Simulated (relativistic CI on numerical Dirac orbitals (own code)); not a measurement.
Forbidden transitions in Pt⁷¹⁺

Calculated at this level of theory: Dirac-Coulomb-Breit CI, separate exchange-only KLI orbitals for each configuration, model QED (radiative potential, 1s self-energy scaled to tabulated hydrogen-like ionisation energies), unscaled Slater integrals (own radial code, finite nucleus).

Configurations in the expansion (outside the closed core 1s2): 2s2 2p3, 2s 2p4, 2p5, 2p4 3s, 2s2 2p2 3s, 2p4 3p, 2p4 3d, 2s2 2p2 3p, 2s2 2p2 3d, 2s 2p3 3s, 2s 2p3 3p, 2s 2p3 3d, 2s2 2p2 4s, 2s2 2p2 4p, 2s2 2p2 4d, 2s2 2p2 4f. Levels of other configurations are missing.

```csv
λ vac (Å),Lower,Upper,Type,A (s⁻¹),log gf
0.9706,2s2 2p3 2P°_3/2 [1],2s 2p3 3d 2F°_5/2 [71],E2,5.85e+12,-2.30
0.9777,2s2 2p3 2P°_3/2 [1],2s 2p3 3d 2F°_7/2 [66],E2,8.09e+12,-2.03
0.9784,2s2 2p3 2P°_3/2 [1],2s 2p3 3d 4D°_5/2 [64],E2,5.06e+12,-2.36
1.0058,2s2 2p3 2D°_5/2 [3],2s2 2p2 3p 2P°_3/2 [116],E2,1.69e+12,-2.99
1.0085,2s2 2p3 4S°_3/2 [2],2s2 2p2 3p 4D°_7/2 [112],E2,1.53e+12,-2.73
1.0100,2s2 2p3 2P°_3/2 [1],2s2 2p2 3p 2D°_5/2 [42],E2,1.48e+12,-2.87
1.0103,2s2 2p3 2D°_5/2 [3],2s2 2p2 3p 2D°_5/2 [113],E2,1.50e+12,-2.86
1.0104,2s2 2p3 2D°_5/2 [3],2s2 2p2 3p 4D°_7/2 [112],E2,8.77e+11,-2.97
1.0126,2s2 2p3 2P°_3/2 [1],2s2 2p2 3p 2F°_7/2 [40],E2,1.92e+12,-2.63
1.0131,2s2 2p3 2P°_3/2 [1],2s2 2p2 3p 2D°_3/2 [39],E2,1.79e+12,-2.96
1.1823,2s2 2p3 2P°_3/2 [8],2s2 2p2 3p 2P°_3/2 [116],E2,2.54e+12,-2.67
1.1864,2s2 2p3 4S°_3/2 [2],2s2 2p2 3p 4D°_5/2 [37],E2,1.17e+12,-2.83
1.1872,2s2 2p3 2P°_3/2 [1],2s2 2p2 3p 2P°_3/2 [18],E2,1.92e+12,-2.79
1.1873,2s2 2p3 2D°_5/2 [3],2s2 2p2 3p 2F°_7/2 [40],E2,1.35e+12,-2.64
1.1912,2s 2p4 4P_5/2 [5],2s 2p3 3p 4D_7/2 [59],E2,1.29e+12,-2.66
1.2445,2s2 2p3 2D°_5/2 [3],2s2 2p2 3p 2P°_3/2 [28],E2,2.13e+12,-2.70
1.2492,2s2 2p3 2P°_3/2 [8],2s2 2p2 3p 2D°_5/2 [85],E2,2.65e+12,-2.43
1.2492,2s2 2p3 4S°_3/2 [2],2s2 2p2 3p 4D°_3/2 [26],E2,2.30e+12,-2.67
1.2505,2s2 2p3 2D°_5/2 [3],2s2 2p2 3p 2F°_5/2 [27],E2,2.15e+12,-2.52
1.2521,2s2 2p3 2P°_3/2 [1],2s2 2p2 3p 2P°_1/2 [17],E2,3.81e+12,-2.75
```

Terms are leading LS components. Brackets give the number of a level in order of energy, since labels repeat. The list gives strong lines, with weight on those to low levels, among the lowest 200 of 359 levels, so that lines to higher ones, which can be the strongest, are missing. Levels whose partners in the same complex of configurations lie outside the list can be far off, and so can their lines. Rates are taken at the computed energies, electric ones in the length gauge.

At this charge energies of transitions that change n are usually good to better than 1 %, and those within a shell (Δn = 0) to a few per cent.

LS names give the leading component of a level, which can be under half, so a name can repeat, a term be missing and a line seem to break the LS rules.
